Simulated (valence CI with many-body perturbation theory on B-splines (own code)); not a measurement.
**Co⁶⁺: what the settings do**

Calculated by relativistic CI+MBPT: three valence electrons over a frozen Dirac-Fock core [Ar], radial functions for each j: 6 s, 6 p, 5 d, 5 f, 1 g, with the one-electron correlation potential Σ1, the two-electron term Σ2, the three-electron term Σ3, Breit, model QED; selected CI, second order for the rest, scaled by the run's own slope (own B-spline code, finite nucleus).

Against 6 measured levels this calculation errs by 419 cm⁻¹ on average and by 881 at most. These come from a selection out of Sugar and Corliss, J. Phys. Chem. Ref. Data 10, 1097 (1981). Levels without a partner in it may be off by more, other configurations by 1,000 to 8,000 cm⁻¹. The list stops below the first excitations out of the core. Only levels of the ground parity were solved; by the run's estimate the other parity begins above the list, which can be wrong where configurations are misplaced.

The reference run has the lowest level 3d³ ⁴F_3/2 and an ionisation energy of 128.673 eV. Its largest variational space holds 4076 state functions.

Names give the largest LS component (configuration and term), which can be under half, so a name can repeat, a term be missing and a line seem to break the LS rules; names also repeat where a configuration has a term twice.

Changed runs:
A. orbitals per symmetry with explicit Σ2 and valence Breit (the others get mean screening factors) 5 → 2
B. natural orbitals for correlation on → off; Breit term on → off; QED terms on → off
C. scale of Σ1 1 → 0
D. correlating orbitals by l 3 3 3 3 1 → 2 2 1 1 0; natural orbitals for correlation on → off (bad on purpose)

Excitation energies of the reference run in cm⁻¹, and shifts in cm⁻¹:

```tsv
Level	Reference	A	B	C	D
3d³ ⁴F_5/2	699	+5.7	+86	-44	-2.3
3d³ ⁴F_7/2	1618	+13	+213	-100	-2.0
3d³ ⁴F_9/2	2712	+21	+382	-164	+2.9
3d³ ⁴P_1/2	21883	-488	+1049	-261	+1001
3d³ ⁴P_3/2	22128	-481	+1072	-266	+1026
3d³ ⁴P_5/2	23068	-481	+1148	-332	+999
3d³ ²G_7/2	23204	+344	+1531	-320	+1395
3d³ ²G_9/2	24103	+354	+1632	-366	+1393
3d³ ²P_3/2	30463	-132	+2278	-339	+2339
3d³ ²P_1/2	30923	-206	+2274	-376	+2232
3d³ ²H_9/2	31774	+513	+1663	-443	+1448
3d³ ²H_11/2	32369	+518	+1784	-468	+1447
Ionisation energy (eV)	128.673	+0.210	+0.012	-2.145	+0.060
```
